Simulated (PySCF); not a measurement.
Zn(Br)(OH) (BrHOZn), SMILES [Br][Zn][OH]. Atoms are numbered in the order given.

```xyz
4

Zn     0.0072    -0.8356     0.0000
Br    -0.0003     1.4012     0.0000
O     -0.1161    -2.6116     0.0000
H      0.7235    -3.0814     0.0000
```
Charge 0, spin multiplicity 1.

Geometry optimised at B3LYP-D3(BJ)/def2-TZVP. The values are those of a single conformer.

These are B3LYP-D3(BJ)/def2-TZVP (PySCF) values and carry that method's errors.

Frequencies are harmonic and unscaled.

| mode | ν (cm⁻¹) | IR (km/mol) | moving atoms (share of kinetic energy) |
|---|---|---|---|
| 1 | 121 | 12.6 | O 43 %, Zn 42 % |
| 2 | 128 | 0.8 | Zn 40 %, O 35 %, H 18 % |
| 3 | 293 | 7.9 | Br 50 %, Zn 34 %, O 15 % |
| 4 | 677 | 111.8 | O 74 %, Zn 24 % |
| 5 | 775 | 43.6 | H 91 % |
| 6 | 3840 | 66.9 | H 94 % |
